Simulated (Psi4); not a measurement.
H₃B, quintet, geometry from GFN2-xTB of the parent state (a higher spin typed on purpose: for a closed-shell molecule this is an excited state); Psi4 with MP2/6-31G*.

Psi4 was given this input:
```
memory 2 GB

molecule mol {
0 5
  B     0.000000    0.000000   -0.000000
  H    -1.135864   -0.056950   -0.250068
  H     0.422067   -0.569597    0.923787
  H     0.713797    0.626546   -0.673719
}

set basis 6-31g*
set reference uhf

energy('mp2')
print_variables()
```

What the program printed (banner, timings and long lists left out):

```
    SCF Algorithm Type (re)set to DF.

   => Loading Basis Set <=

    Name: 6-31G*
    Role: ORBITAL
    Keyword: BASIS

         ---------------------------------------------------------
                                   SCF
               by Justin Turney, Rob Parrish, Andy Simmonett
                          and Daniel G. A. Smith
                              UHF Reference
         ---------------------------------------------------------

  ==> Geometry <==

    Molecular point group: c1
    Full point group: C1

    Geometry (in Angstrom), charge = 0, multiplicity = 5:

       Center              X                  Y                   Z               Mass
    ------------   -----------------  -----------------  -----------------  -----------------
         B            0.000000000000     0.000000071819    -0.000000000000    11.009305360000
         H           -1.135864000000    -0.056949928181    -0.250068000000     1.007825032230
         H            0.422067000000    -0.569596928181     0.923787000000     1.007825032230
         H            0.713797000000     0.626546071819    -0.673719000000     1.007825032230

  Running in c1 symmetry.

  Rotational constants: A =      8.22379  B =      8.22379  C =      4.11189 [cm^-1]
  Rotational constants: A = 246543.11728  B = 246542.91539  C = 123271.50817 [MHz]
  Nuclear repulsion =    7.603722527871978

  Charge       = 0
  Multiplicity = 5
  Electrons    = 8
  Nalpha       = 6
  Nbeta        = 2

  ==> Algorithm <==

  SCF Algorithm Type is DF.
  DIIS enabled.
  MOM disabled.
  Fractional occupation disabled.
  Guess Type is SAD.
  Energy threshold   = 1.00e-08
  Density threshold  = 1.00e-08
  Integral threshold = 1.00e-12

  ==> Primary Basis <==

  Basis Set: 6-31G*
    Blend: 6-31G*
    Number of shells: 12
    Number of basis functions: 21
    Number of Cartesian functions: 21
    Spherical Harmonics?: false
    Max angular momentum: 2

   => Loading Basis Set <=

    Name: (6-31G* AUX)
    Role: JKFIT
    Keyword: DF_BASIS_SCF

  ==> Integral Setup <==

  SCF_SUBTYPE=INCORE selected. In-core MEM_DF algorithm will be used.
  Using in-core AOs.

  ==> MemDFJK: Density-Fitted J/K Matrices <==

    J tasked:                   Yes
    K tasked:                   Yes
    wK tasked:                   No
    Algorithm:                 Core
    Schwarz Cutoff:           1E-12
    Mask sparsity (%):       0.0000
    Fitting Condition:        1E-10

   => Auxiliary Basis Set <=

  Basis Set: (6-31G* AUX)
    Blend: CC-PVDZ-JKFIT
    Number of shells: 51
    Number of basis functions: 156
    Number of Cartesian functions: 156
    Spherical Harmonics?: false
    Max angular momentum: 3

  Minimum eigenvalue in the overlap matrix is 2.4255400228E-02.
  Reciprocal condition number of the overlap matrix is 4.7174208700E-03.
    Using symmetric orthogonalization.

  ==> Pre-Iterations <==

  SCF Guess: Superposition of Atomic Densities via on-the-fly atomic UHF (no occupation information).

   -------------------------
    Irrep   Nso     Nmo
   -------------------------
     A         21      21
   -------------------------
    Total      21      21
   -------------------------

  ==> Iterations <==

                           Total Energy        Delta E     RMS |[F,P]|

   @DF-UHF iter SAD:   -25.69575087440377   -2.56958e+01   0.00000e+00
   @DF-UHF iter   1:   -25.74920358069152   -5.34527e-02   6.39104e-03 ADIIS/DIIS
   @DF-UHF iter   2:   -25.76474053029047   -1.55369e-02   1.94238e-03 ADIIS/DIIS
   @DF-UHF iter   3:   -25.76654462945493   -1.80410e-03   5.91483e-04 ADIIS/DIIS
   @DF-UHF iter   4:   -25.76691024285048   -3.65613e-04   3.58604e-04 ADIIS/DIIS
   @DF-UHF iter   5:   -25.76723079412271   -3.20551e-04   3.61806e-04 ADIIS/DIIS
   @DF-UHF iter   6:   -25.76704838982826    1.82404e-04   3.36352e-04 ADIIS/DIIS
   @DF-UHF iter   7:   -25.76675226613921    2.96124e-04   2.03687e-04 ADIIS/DIIS
[...]

    Alpha Occupied:

[...]
    Alpha Virtual:

[...]
    Beta Occupied:

[...]
    Beta Virtual:

[...]
      21A      3.746869

    Final Occupation by Irrep:
              A
    DOCC [     2 ]
    SOCC [     4 ]
    NA   [     6 ]
    NB   [     2 ]

  @DF-UHF Final Energy:   -25.76715395415680

   => Energetics <=

    Nuclear Repulsion Energy =              7.6037225278719784
    One-Electron Energy =                 -48.2308519368101258
    Two-Electron Energy =                  14.8599754547813401
    Total Energy =                        -25.7671539541568038

  UHF NO Occupations:
  HONO-2 :    4  A 1.0000000
  HONO-1 :    5  A 1.0000000
  HONO-0 :    6  A 1.0000000
  LUNO+0 :    7  A 0.0033468
  LUNO+1 :    8  A 0.0000099
  LUNO+2 :    9  A 0.0000000
  LUNO+3 :   10  A 0.0000000

Computation Completed

Properties will be evaluated at   0.000000,   0.000000,   0.000000 [a0]

Properties computed using the SCF density matrix

 Multipole Moments:

 ------------------------------------------------------------------------------------
     Multipole            Electronic (a.u.)      Nuclear  (a.u.)        Total (a.u.)
 ------------------------------------------------------------------------------------

 L = 1.  Multiply by 2.5417464519 to convert [e a0] to [Debye]
 Dipole X            :          0.1219547            0.0000000            0.1219547
 Dipole Y            :          0.1070494           -0.0000008            0.1070486
 Dipole Z            :         -0.1151096            0.0000000           -0.1151096
 Magnitude           :                                                    0.1989537

 ------------------------------------------------------------------------------------

  //>>>>>>>>>>>>>>>>>>>>>>>>>>>>>>>>>>>//
  //               DFMP2               //
  //<<<<<<<<<<<<<<<<<<<<<<<<<<<<<<<<<<<//

   => Loading Basis Set <=

    Name: (6-31G* AUX)
    Role: RIFIT
    Keyword: DF_BASIS_MP2

	 --------------------------------------------------------
	                          DF-MP2
	      2nd-Order Density-Fitted Moller-Plesset Theory

	        Rob Parrish, Justin Turney, Andy Simmonett,
	           Ed Hohenstein, and C. David Sherrill
	 --------------------------------------------------------

	 --------------------------------------------------------
	                 NBF =    21, NAUX =    98
	 --------------------------------------------------------
	   CLASS    FOCC     OCC    AOCC    AVIR     VIR    FVIR
	   ALPHA       0       6       6      15      15       0
	    BETA       0       2       2      19      19       0
	 --------------------------------------------------------

	-----------------------------------------------------------
	 ==================> DF-MP2 Energies <====================
	-----------------------------------------------------------
	 Reference Energy          =     -25.7671539541568038 [Eh]
	 Singles Energy            =      -0.0000000000000000 [Eh]
	 Same-Spin Energy          =      -0.0170619181249891 [Eh]
	 Opposite-Spin Energy      =      -0.0533466618153888 [Eh]
	 Correlation Energy        =      -0.0704085799403779 [Eh]
	 Total Energy              =     -25.8375625340971808 [Eh]
	-----------------------------------------------------------
	 ================> DF-SCS-MP2 Energies <==================
	-----------------------------------------------------------
	 SCS Same-Spin Scale       =       0.3333333333333333 [-]
	 SCS Opposite-Spin Scale   =       1.2000000000000000 [-]
	 SCS Same-Spin Energy      =      -0.0056873060416630 [Eh]
	 SCS Opposite-Spin Energy  =      -0.0640159941784666 [Eh]
	 SCS Correlation Energy    =      -0.0697033002201296 [Eh]
	 SCS Total Energy          =     -25.8368572543769339 [Eh]
	-----------------------------------------------------------

  Variable Map:
  ----------------------------------------------------------------------------
[...]
  Array Variable Map:
  ----------------------------------------------------------------------------
[...]
[...]
```
